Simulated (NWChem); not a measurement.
A series in which one site is exchanged, each optimised at PBE0/def2-SVP with NWChem, gas phase unless a solvent is named. For some, no frequency run checked for a minimum. def2 effective core potentials on Hf; no spin-orbit coupling.

A: [SiH3][O][GeH3] (GeSiH₆O; site = Ge)
B: [SiH3][O][HfH3] (HfSiH6O; site = Hf)
C: [SiH3]O[SiH3] (Si₂H₆O; site = Si)

```tsv
quantity	A	B	C
orbital gap (eV), PBE0/def2-SVP	8.43	___	8.87
vertical ionisation energy, ΔSCF, PBE0/def2-SVP (eV)	10.41	___	10.67
static polarisability, PBE0/def2-SVPD (bohr³)	62.1	___	58.4
```

Fill in the missing entries.


- orbital gap (eV), PBE0/def2-SVP, B: 6.48
- vertical ionisation energy, ΔSCF, PBE0/def2-SVP (eV), B: 10.14
- static polarisability, PBE0/def2-SVPD (bohr³), B: 78.9
